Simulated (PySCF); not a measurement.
# Correlation energy of Tb⁺ (terbium, charge +1)

Starting occupation: [Xe] 4f8 6s2, 4f5/2 with m_j = +5/2, 4f7/2 with m_j = -5/2, -3/2, -1/2, +1/2, +3/2, +5/2, +7/2. Calculation: PySCF 2.14, in x2c-TZVPall-2c with one added diffuse shell each of s, p, d, f type (12s12p11d5f1g, 147 functions); X2C-1e with screened-nucleus spin-orbit coupling, Gaussian nucleus. Frozen: [Ar] 3d10; 36 electrons correlated; the 18 highest virtual spinors left out.

MP2 pair energies summed by pair of shells (mhartree):

```csv
pair,energy,share (%)
4d-4f,-151.69,14.1
4d-4d,-139.11,12.9
5p-5p,-120.81,11.2
4f-4f,-113.26,10.5
4f-5p,-92.10,8.5
4d-5p,-86.74,8.0
4d-4p,-75.27,7.0
4f-4p,-48.52,4.5
5p-6s,-41.45,3.8
5p-5s,-32.34,3.0
4d-5s,-22.70,2.1
4f-5s,-21.37,2.0
6s-6s,-20.73,1.9
4p-4p,-20.70,1.9
4d-4s,-20.30,1.9
4p-5p,-13.28,1.2
4f-4s,-11.79,1.1
4f-6s,-10.61,1.0
4p-4s,-10.40,1.0
4p-5s,-6.72,0.6
5s-5s,-5.89,0.5
4d-6s,-4.82,0.4
5s-6s,-2.29,0.2
4s-5p,-2.23,0.2
4s-4s,-1.76,0.2
4s-5s,-1.01,0.1
4p-6s,-0.74,0.1
4s-6s,-0.11,0.0
```

Total MP2 correlation energy: -1078.7 mhartree.

The GHF reference relaxed away from the jj start to a determinant that is no pure jj level (⟨S²⟩ = 11.89, ⟨J²⟩ = 42.04); the energies belong to that determinant.

This basis was not built for core-valence correlation, so the inner-shell part is incomplete.
